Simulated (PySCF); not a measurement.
H4O, SMILES [OH4+2], charge +2. Geometry: r2SCAN-D4/def2-TZVPD.

TDDFT-M06-2X/def2-TZVPD in PySCF puts the lowest singlet excitations at 17.86, 17.86, 17.86, 19.34, 19.34, 19.34 eV and the lowest triplet (TDA) at 16.66 eV.

Question: What are the lowest singlet roots from EOM-CCSD/aug-cc-pVDZ (PySCF 2.14.0)? (The exact figures need the calculation; the answer reports its results.)

Answer: 18.40, 18.40, 18.40, 20.40, 20.40, 20.40 eV; triplets 16.80, 16.80, 16.80 eV. S1 differs by 0.54 eV (second minus first; roots are paired by order, and the bases may differ).
